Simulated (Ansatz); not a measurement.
`N[SiH2]P` + `O[SiH2]O` → `O[SiH2]OP` + `N[SiH3]`  (cleavage of the P–Si bond)

Calculated with Ansatz (gas phase, PBE0-D4/def2-TZVP geometries, no zero-point term in ΔE). CBS: MP2 limit from def2 TZ/QZ plus the TZ coupled-cluster correction, frozen cores. This one scheme is used for every species. Functionals use def2-TZVPP. HSE06 is defined as in plane-wave codes. Each species was taken in one conformer, which may not be the lowest.

**Question.** Is it downhill or uphill in electronic energy at CCSD(T)/CBS, and by how much? (Estimate.)

**Answer.** The calculation gave: Uphill: ΔE = +35.8 kJ/mol.

**Question.** What do these levels give: HSE06-D4, CAM-B3LYP-D4, r2SCAN0, BHLYP, MP2/def2-TZVPP, HF/CBS(def2)? (An estimate is asked.)

**Answer.** The calculation gave: HSE06-D4 45.4, CAM-B3LYP-D4 25.3, r2SCAN0 40.0, BHLYP 23.6, MP2/def2-TZVPP 35.7, HF/CBS(def2) 8.3 kJ/mol.

Largest T1 diagnostic among the species: 0.013.

From BLYP to BHLYP (50 % exact exchange), in def2-TZVPP and without D4, ΔE moves by −6.7 kJ/mol. In def2-TZVPP, CCSD(T) changes the Hartree–Fock value by +22.9 kJ/mol (the triples alone add +2.8 kJ/mol) and MP2 by +24.4 kJ/mol.
